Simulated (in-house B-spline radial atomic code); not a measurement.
The numbers below are computed, except where a source is named.
Weak and strong correlation along the adiabatic connection

Two-electron singlets in several external potentials (atomic units), by full CI in B-splines with partial waves to l = 8 (correlation energies up to 0.6 % small). The repulsion is scaled by λ at fixed density; W(λ) is the mean repulsion less the Hartree energy, W(0) = E_x, and the area under W from 0 to 1 is E_xc.

Relative drop (W(λ) − E_x)/E_x:

```tsv
system	λ = 0.12	λ = 0.25	λ = 0.4	λ = 0.6	λ = 0.8	λ = 1
−Z exp(−kr)/r, Z = 8.41, k = 2.15	0.0024	0.0049	0.0078	0.0115	0.0152	0.0189
ω²r²/2 − Z/r, ω = 3.82, Z = 1	0.0067	0.0136	0.0214	0.0313	0.0406	0.0495
−V exp(−r²/w²), V = 5, w = 2.6	0.0151	0.0302	0.0463	0.0656	0.0829	0.0984
ω²r²/2 − Z/r, ω = 0.0801, Z = 0.3	0.0449	0.0831	0.1175	0.1525	0.1790	0.1998
−V exp(−r²/w²), V = 1.52, w = 5.33	0.0298	0.0575	0.0846	0.1144	0.1386	0.1587
ω²r²/2, ω = 0.527	0.0217	0.0428	0.0644	0.0893	0.1105	0.1288
ω²r²/2 − Z/r, ω = 0.0549, Z = 2	0.0110	0.0222	0.0345	0.0496	0.0636	0.0766
```

(1) Order the systems by how far second-order (GL2) theory, half the initial slope (estimated from the first points of each curve), overshoots the correlation energy, least first.
A. ω²r²/2 − Z/r, ω = 0.0801, Z = 0.3
B. −Z exp(−kr)/r, Z = 8.41, k = 2.15
C. ω²r²/2 − Z/r, ω = 3.82, Z = 1
D. ω²r²/2, ω = 0.527
E. −V exp(−r²/w²), V = 5, w = 2.6
F. −V exp(−r²/w²), V = 1.52, w = 5.33
G. ω²r²/2 − Z/r, ω = 0.0549, Z = 2

(2) What else changes along this order?

## Answers

(1) B (GL2/E_c = 1.03), C (GL2/E_c = 1.09), G (GL2/E_c = 1.15), E (GL2/E_c = 1.21), D (GL2/E_c = 1.31), F (GL2/E_c = 1.43), A (GL2/E_c = 1.69).

(2) The ratio follows the bend of the curve. With it the leading natural occupation goes from 1.999 to 1.855 and −T_c/E_c from 0.97 to 0.60 between the first and the last.
